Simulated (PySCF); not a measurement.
C4H9O, SMILES C1CC[OH+]C1, charge +1. Coordinates come from a PBE-D3(BJ)/def2-SVP optimisation. The isomer is the one that the SMILES or the coordinates give; other isomers of the formula were not compared. The values are those of a single conformer.

Computed equilibrium geometry at PBE-D3(BJ)/def2-SVP (PySCF confirms it by a frequency run) as a Z-matrix (one conformer of several):
```
C
H 1 1.1071
H 1 1.1087 2 107.81
C 1 1.5167 2 110.87 3 121.64
H 4 1.1053 1 114.72 2 37.98
H 4 1.1055 5 110.85 1 134.41
O 4 1.5331 5 103.71 6 114.17
H 7 0.9838 4 114.22 5 -116.36
C 7 1.5232 8 113.98 4 127.86
H 9 1.1048 7 105.32 8 88.54
H 9 1.1076 10 111.47 7 115.42
C 9 1.5137 10 116.44 11 132.97
H 12 1.1071 9 110.83 10 -88.05
H 12 1.1087 13 107.80 9 -121.30
```
Charge +1, spin multiplicity 1.
